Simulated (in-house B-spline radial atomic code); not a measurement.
## Ionising F VIII (F7+) with different functionals

Computed with a B-spline radial code for spherical atoms: four-component Dirac-Coulomb Hamiltonian, Fermi nucleus of rms radius 2.8976 fm, spin-restricted, spherical fractional occupations for the functionals. The ionisation energy is the difference of two self-consistent energies, 1s2 → 1s1, without Breit or QED terms; ε is the level of the shell that loses the electron (mean over j).

```tsv
method	rung	ΔSCF (eV)	-ε(1s) (eV)
relativistic LDA	LDA	958.83	894.64
LDA exchange-only	LDA	?	?
PBEsol	GGA	?	?
PBE	GGA	965.27	900.52
```

(1) What does LDA exchange-only give?

(2) What does PBEsol give?

(3) How do they compare with the NIST value?

## Answers

(1) ΔSCF 956.52 eV, and -ε(1s) = 892.40 eV.

(2) ΔSCF 962.49 eV, and -ε(1s) = 897.97 eV.

(3) NIST lists 953.898 eV (tabulated theory, ground level to ground level). Errors run from +2.62 to +11.37 eV; relativistic LDA is closest (+4.93 eV), but part of that can be cancellation, since the calculations leave out Breit-QED terms, spin polarisation.
